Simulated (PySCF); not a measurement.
Electric properties by functional and basis

Species: C₂H₅NSi.
SMILES: `C[SiH2]C#N`

PySCF, dipoles from the SCF density, polarisabilities from static response with core orbitals frozen. Geometry: PBE0-D3(BJ)/def2-SVP; no solvent, vibrations or thermal averaging.

How do dipole and polarisability depend on functional and basis here?

```json
{"level": "LDA/def2-SVPD", "μ (D)": "4.094", "α (Å³)": "8.55", "anisotropy (Å³)": "2.94"}
{"level": "PBE/def2-SVPD", "μ (D)": "3.959", "α (Å³)": "8.39", "anisotropy (Å³)": "2.92"}
{"level": "B3LYP/def2-SVPD", "μ (D)": "4.021", "α (Å³)": "8.15", "anisotropy (Å³)": "2.72"}
{"level": "PBE0/def2-SVPD", "μ (D)": "4.026", "α (Å³)": "8.10", "anisotropy (Å³)": "2.72"}
{"level": "BHandHLYP/def2-SVPD", "μ (D)": "4.094", "α (Å³)": "7.87", "anisotropy (Å³)": "2.55"}
{"level": "CAM-B3LYP/def2-SVPD", "μ (D)": "4.064", "α (Å³)": "8.04", "anisotropy (Å³)": "2.59"}
{"level": "wB97X-D/def2-SVPD", "μ (D)": "4.051", "α (Å³)": "8.07", "anisotropy (Å³)": "2.63"}
{"level": "LC-wPBE/def2-SVPD", "μ (D)": "4.054", "α (Å³)": "7.87", "anisotropy (Å³)": "2.52"}
{"level": "HF/def2-SVPD", "μ (D)": "4.164", "α (Å³)": "7.60", "anisotropy (Å³)": "2.41"}
{"level": "PBE0/6-31G*", "μ (D)": "3.876", "α (Å³)": "6.56", "anisotropy (Å³)": "2.72"}
{"level": "PBE0/def2-SVP", "μ (D)": "3.816", "α (Å³)": "6.93", "anisotropy (Å³)": "2.44"}
{"level": "PBE0/6-31+G*", "μ (D)": "4.070", "α (Å³)": "7.39", "anisotropy (Å³)": "2.84"}
{"level": "PBE0/aug-cc-pVDZ", "μ (D)": "4.068", "α (Å³)": "8.27", "anisotropy (Å³)": "2.83"}
{"level": "PBE0/def2-TZVP", "μ (D)": "4.007", "α (Å³)": "7.79", "anisotropy (Å³)": "2.82"}
{"level": "PBE0/def2-TZVPD", "μ (D)": "4.029", "α (Å³)": "8.25", "anisotropy (Å³)": "2.78"}
```

The anisotropy is √(½[(α1 − α2)² + (α2 − α3)² + (α3 − α1)²]). The dipole runs from 3.82 D (PBE0/def2-SVP) to 4.16 D (HF/def2-SVPD). No reference polarisability is at hand; against PBE0 in the largest diffuse basis at hand (def2-TZVPD) the other PBE0 rows deviate by 6-31G* -20%, def2-SVP -16%, 6-31+G* -10%, def2-SVPD -2%, aug-cc-pVDZ 0%, def2-TZVP -6%. In one basis (def2-SVPD) the functionals order the polarisability from HF (lowest) to LDA (highest), a spread of 12%. With PBE0 the polarisability is 7.09 Å³ without diffuse functions (mean of 6-31G*, def2-SVP and def2-TZVP) and 8.00 Å³ with them (mean of 6-31+G*, def2-SVPD, aug-cc-pVDZ and def2-TZVPD).
